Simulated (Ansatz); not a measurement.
Born–Oppenheimer molecular dynamics of C₃H₉FSSi (15 atoms, charge 0, multiplicity 1). It starts from a relaxed structure.

All numbers below come from UHF/STO-3G (Ansatz).

```
ensemble        : NVT, Langevin thermostat
time step       : 0.5 fs
steps asked     : 400
set temperature : 1500 K
friction        : 0.02 /fs
seed            : 246988
```

Frames 2.5 fs apart, positions in Å, forces in eV/Å.

Velocities at 0 fs (Å/ps):

```
C 2.70 -11.82 0.58
C -9.63 3.16 -9.15
C -6.95 2.61 2.53
F 2.29 -1.37 7.56
Si 9.24 2.48 -11.28
S -6.44 -3.09 0.16
H 33.15 27.78 58.79
H 13.07 -18.76 24.26
H -17.61 27.71 44.60
H 3.12 81.14 44.39
H -32.73 23.07 -10.25
H -41.07 26.55 13.66
H 8.53 2.63 19.31
H 80.09 -72.65 48.91
H 23.07 29.57 -5.05
```

```xyz
15
Properties=species:S:1:pos:R:3:forces:R:3 time_fs=0 energy_less_start_eV=0.000 T=1400
C 0.070 -1.494 0.627 0.00 0.00 0.00
C 0.548 -0.127 0.086 0.01 -0.02 0.00
C 1.154 -0.291 -1.338 0.00 0.00 0.00
F 0.174 -0.590 -2.273 0.00 0.00 0.00
Si -0.821 1.162 0.103 -0.01 0.01 -0.01
S -1.295 1.605 2.116 0.00 0.00 0.00
H -0.338 -1.396 1.629 0.00 0.00 0.00
H -0.701 -1.916 -0.011 0.00 0.00 0.00
H 0.893 -2.202 0.668 0.00 0.00 0.00
H 1.358 0.222 0.723 0.00 0.00 0.00
H 1.906 -1.093 -1.334 0.00 0.00 0.00
H 1.664 0.636 -1.635 0.00 0.00 0.00
H -0.372 2.332 -0.576 0.00 0.00 0.00
H -1.969 0.669 -0.581 0.01 0.00 0.00
H -2.294 2.431 1.825 0.00 0.00 0.00
15
Properties=species:S:1:pos:R:3:forces:R:3 time_fs=2.5 energy_less_start_eV=1.160 T=1095
C 0.079 -1.516 0.618 -1.54 4.23 4.87
C 0.528 -0.116 0.067 2.60 0.73 3.12
C 1.127 -0.285 -1.329 0.50 2.91 0.00
F 0.186 -0.593 -2.249 -2.06 -0.52 -1.52
Si -0.795 1.173 0.072 0.66 -0.10 2.81
S -1.312 1.598 2.120 0.27 -0.17 -0.92
H -0.261 -1.337 1.734 0.21 -0.69 -3.43
H -0.694 -1.963 0.041 -0.83 -0.39 -0.53
H 0.871 -2.164 0.754 2.38 -1.88 -0.46
H 1.321 0.402 0.785 -1.69 -2.49 -2.25
H 1.852 -1.052 -1.390 1.90 -1.21 0.42
H 1.567 0.695 -1.630 0.30 -0.78 0.18
H -0.319 2.344 -0.523 -0.06 0.59 -0.77
H -1.795 0.479 -0.504 -2.53 -0.31 -1.59
H -2.216 2.510 1.793 -0.10 0.10 0.07
15
Properties=species:S:1:pos:R:3:forces:R:3 time_fs=5 energy_less_start_eV=1.566 T=876
C 0.081 -1.516 0.620 0.89 1.10 3.71
C 0.509 -0.106 0.069 1.62 -0.86 1.60
C 1.093 -0.279 -1.321 3.85 0.93 1.10
F 0.195 -0.591 -2.220 -4.54 -1.61 -3.55
Si -0.769 1.187 0.051 -1.54 -0.66 2.10
S -1.319 1.588 2.124 -0.44 0.80 -2.03
H -0.221 -1.329 1.695 -0.37 -0.58 -1.85
H -0.721 -2.018 0.070 0.32 0.46 0.07
H 0.938 -2.211 0.773 -0.65 0.73 -1.07
H 1.205 0.440 0.727 0.86 -1.90 -0.37
H 1.900 -1.023 -1.455 0.23 0.25 1.12
H 1.477 0.676 -1.632 1.23 1.13 -0.07
H -0.234 2.399 -0.497 -0.57 -0.36 -0.52
H -1.716 0.321 -0.539 -1.48 1.40 -0.86
H -2.116 2.624 1.744 0.59 -0.81 0.61
15
Properties=species:S:1:pos:R:3:forces:R:3 time_fs=7.5 energy_less_start_eV=2.326 T=614
C 0.087 -1.513 0.640 1.78 -0.45 -2.61
C 0.502 -0.117 0.072 -1.31 -2.82 -0.90
C 1.079 -0.269 -1.311 6.43 0.88 1.47
F 0.199 -0.587 -2.192 -5.56 -2.45 -4.82
Si -0.748 1.194 0.039 -3.79 -1.64 0.55
S -1.326 1.579 2.120 -0.42 1.19 -2.46
H -0.219 -1.354 1.604 -1.33 0.11 3.30
H -0.724 -2.035 0.084 0.97 0.88 0.34
H 0.980 -2.185 0.698 -1.16 0.77 -0.33
H 1.147 0.380 0.663 4.16 0.48 2.73
H 1.988 -0.934 -1.486 -1.18 0.34 1.44
H 1.449 0.686 -1.619 0.99 1.75 0.01
H -0.183 2.444 -0.496 -0.89 -1.23 -0.14
H -1.764 0.237 -0.639 0.70 3.33 0.64
H -1.991 2.715 1.733 0.61 -1.15 0.79
15
Properties=species:S:1:pos:R:3:forces:R:3 time_fs=10 energy_less_start_eV=1.537 T=1076
C 0.106 -1.509 0.645 -2.43 0.81 0.62
C 0.506 -0.150 0.081 2.06 1.48 2.33
C 1.098 -0.244 -1.285 4.31 2.22 -0.83
F 0.189 -0.583 -2.174 -3.43 -1.91 -3.37
Si -0.728 1.198 0.030 -4.36 -2.79 1.01
S -1.334 1.572 2.112 0.33 0.08 -2.24
H -0.292 -1.392 1.662 0.67 -0.25 -0.30
H -0.699 -2.015 0.094 0.57 0.51 -0.19
H 0.963 -2.115 0.619 1.26 -1.40 0.43
H 1.275 0.321 0.711 0.15 -1.22 -0.07
H 2.022 -0.816 -1.458 -0.24 -1.04 1.00
H 1.458 0.746 -1.598 0.02 0.55 0.47
H -0.207 2.415 -0.496 -0.21 -0.16 -0.48
H -1.795 0.322 -0.728 1.41 3.12 1.20
H -1.817 2.763 1.764 -0.10 0.01 0.43
15
Properties=species:S:1:pos:R:3:forces:R:3 time_fs=12.5 energy_less_start_eV=1.181 T=1369
C 0.120 -1.499 0.644 -0.24 -0.91 3.60
C 0.539 -0.181 0.110 2.46 4.62 2.72
C 1.131 -0.201 -1.252 0.68 0.96 -3.24
F 0.169 -0.577 -2.164 -0.39 -0.92 -0.84
Si -0.714 1.202 0.024 -2.70 -2.74 3.04
S -1.344 1.571 2.101 0.54 -0.55 -2.02
H -0.327 -1.454 1.711 2.01 0.02 -2.22
H -0.652 -1.968 0.124 -1.50 -0.80 -1.88
H 1.017 -2.102 0.539 -0.38 -0.79 0.98
H 1.397 0.202 0.753 -1.65 -0.83 -0.79
H 2.048 -0.749 -1.388 0.47 -1.41 0.28
H 1.435 0.802 -1.586 0.05 0.34 0.67
H -0.269 2.382 -0.509 0.74 1.33 -0.89
H -1.757 0.564 -0.762 0.19 1.06 0.37
H -1.663 2.813 1.813 -0.27 0.63 0.21
15
Properties=species:S:1:pos:R:3:forces:R:3 time_fs=15 energy_less_start_eV=1.175 T=1487
C 0.128 -1.502 0.651 0.04 -3.53 -2.16
C 0.588 -0.196 0.144 -0.65 4.60 0.64
C 1.159 -0.153 -1.234 -0.73 -0.51 -4.32
F 0.145 -0.563 -2.162 1.77 0.00 1.03
Si -0.703 1.204 0.027 0.90 0.39 4.51
S -1.351 1.569 2.090 0.39 0.42 -1.89
H -0.230 -1.519 1.653 0.36 0.34 1.21
H -0.685 -1.962 0.068 0.59 0.39 -0.06
H 1.044 -2.103 0.494 -1.25 -0.64 1.00
H 1.442 0.030 0.759 -0.10 1.04 0.67
H 2.077 -0.754 -1.310 -0.27 -0.23 -0.46
H 1.397 0.890 -1.566 0.35 -0.93 0.82
H -0.282 2.424 -0.550 0.79 0.14 0.10
H -1.759 0.892 -0.747 -2.09 -1.19 -1.43
H -1.497 2.879 1.861 -0.09 -0.30 0.35
15
Properties=species:S:1:pos:R:3:forces:R:3 time_fs=17.5 energy_less_start_eV=2.057 T=1062
C 0.123 -1.513 0.657 0.28 -4.74 -5.49
C 0.631 -0.194 0.187 -2.25 2.97 -1.19
C 1.185 -0.120 -1.229 -2.25 -2.22 -2.72
F 0.137 -0.557 -2.156 2.80 0.83 1.97
Si -0.695 1.210 0.037 -0.24 2.95 1.88
S -1.358 1.572 2.078 0.35 0.58 -1.32
H -0.097 -1.547 1.675 -1.01 0.21 2.10
H -0.726 -1.946 -0.029 2.16 1.16 2.39
H 1.041 -2.172 0.504 -2.11 0.39 0.48
H 1.475 -0.121 0.817 0.87 2.19 1.14
H 2.065 -0.793 -1.263 -0.19 0.73 -1.00
H 1.365 0.948 -1.474 0.99 -0.95 -0.07
H -0.273 2.522 -0.589 0.58 -1.99 1.43
H -1.852 1.157 -0.806 0.12 -1.65 0.18
H -1.345 2.906 1.938 -0.12 -0.49 0.21
15
Properties=species:S:1:pos:R:3:forces:R:3 time_fs=20 energy_less_start_eV=2.461 T=1123
C 0.108 -1.540 0.641 2.03 -0.03 1.68
C 0.654 -0.177 0.229 -0.03 1.01 -0.73
C 1.203 -0.102 -1.228 -3.51 -2.96 -0.74
F 0.142 -0.557 -2.141 2.87 1.33 2.17
Si -0.693 1.215 0.055 -2.50 3.73 -0.20
S -1.366 1.575 2.061 0.08 0.02 -0.27
H -0.026 -1.509 1.759 -1.20 -0.25 -1.93
H -0.680 -1.865 -0.001 -1.15 -0.58 0.32
H 0.962 -2.203 0.539 -0.29 -0.64 -0.39
H 1.535 -0.148 0.942 -1.60 2.03 -1.19
H 2.045 -0.779 -1.292 0.83 0.14 -0.86
H 1.396 0.942 -1.400 1.09 0.42 -0.94
H -0.239 2.541 -0.536 0.56 -2.19 1.36
H -1.997 1.307 -0.850 2.83 -1.98 1.83
H -1.212 2.895 2.063 -0.02 -0.06 -0.13
15
Properties=species:S:1:pos:R:3:forces:R:3 time_fs=22.5 energy_less_start_eV=2.180 T=1222
C 0.104 -1.565 0.633 1.37 4.21 4.35
C 0.674 -0.164 0.269 0.54 -0.12 -1.84
C 1.202 -0.098 -1.230 -1.20 -2.15 0.28
F 0.158 -0.543 -2.115 1.80 1.37 1.55
Si -0.697 1.226 0.071 -1.91 1.87 0.50
S -1.376 1.577 2.037 -0.22 0.71 1.01
H -0.030 -1.434 1.748 -1.38 -0.87 -1.91
H -0.702 -1.837 0.055 -2.73 -0.89 -1.03
H 0.837 -2.284 0.603 2.33 -2.23 -0.88
H 1.555 -0.065 1.026 -2.39 1.16 -2.12
H 2.049 -0.776 -1.382 0.28 0.22 -0.11
H 1.497 0.941 -1.396 0.18 -0.09 -0.85
H -0.182 2.476 -0.418 0.85 -0.56 0.31
H -1.995 1.324 -0.777 2.56 -1.84 1.20
H -1.063 2.881 2.191 -0.08 -0.81 -0.46
15
Properties=species:S:1:pos:R:3:forces:R:3 time_fs=25 energy_less_start_eV=1.753 T=1543
C 0.112 -1.568 0.648 -0.43 -0.83 -1.73
C 0.687 -0.151 0.301 -2.20 -0.54 -5.38
C 1.192 -0.098 -1.232 3.32 -0.27 0.85
F 0.184 -0.517 -2.080 -0.30 0.72 0.06
Si -0.706 1.238 0.089 1.18 -2.28 3.46
S -1.386 1.578 2.017 -0.73 0.52 1.95
H -0.129 -1.385 1.649 -1.19 -0.78 2.22
H -0.830 -1.868 0.071 2.02 0.91 1.08
H 0.808 -2.456 0.630 -0.60 1.83 -0.35
H 1.463 0.075 1.014 0.24 0.67 0.03
H 2.083 -0.752 -1.471 -0.97 0.33 0.88
H 1.604 0.940 -1.461 -1.31 -1.27 0.02
H -0.072 2.347 -0.279 1.83 2.68 -1.18
H -1.873 1.241 -0.642 -0.88 -1.27 -1.50
H -0.898 2.800 2.253 0.02 -0.40 -0.40
15
Properties=species:S:1:pos:R:3:forces:R:3 time_fs=27.5 energy_less_start_eV=2.083 T=1281
C 0.117 -1.559 0.659 -2.38 -1.16 0.99
C 0.680 -0.141 0.303 -2.46 -0.09 -5.32
C 1.194 -0.102 -1.239 4.38 1.43 2.37
F 0.208 -0.492 -2.050 -2.52 -0.15 -1.77
Si -0.709 1.250 0.109 4.83 -1.68 3.18
S -1.392 1.579 2.000 -1.43 0.26 2.55
H -0.286 -1.403 1.660 0.72 -0.62 0.58
H -0.887 -1.815 0.155 2.76 0.64 -0.13
H 0.764 -2.511 0.666 -0.89 2.63 -0.32
H 1.383 0.275 0.995 0.82 -0.31 0.40
H 2.073 -0.687 -1.524 0.21 -1.39 1.09
H 1.663 0.895 -1.505 -1.85 -0.36 0.44
H 0.133 2.297 -0.186 0.34 1.50 -0.97
H -1.793 1.128 -0.623 -2.78 -0.85 -2.95
H -0.756 2.701 2.279 0.26 0.14 -0.15
```

Of the whole run (200 fs, mean temperature of the second half 1684 K): The mean temperature of the second half is 12 % above the set value. A run of 0.2 ps of so small a system gives no equilibrium averages. Limits of this set-up: minimal basis.

Run time: 9.4 min on 1 thread of Arm Neoverse V2 (shared host), peak memory 0.13 GiB.
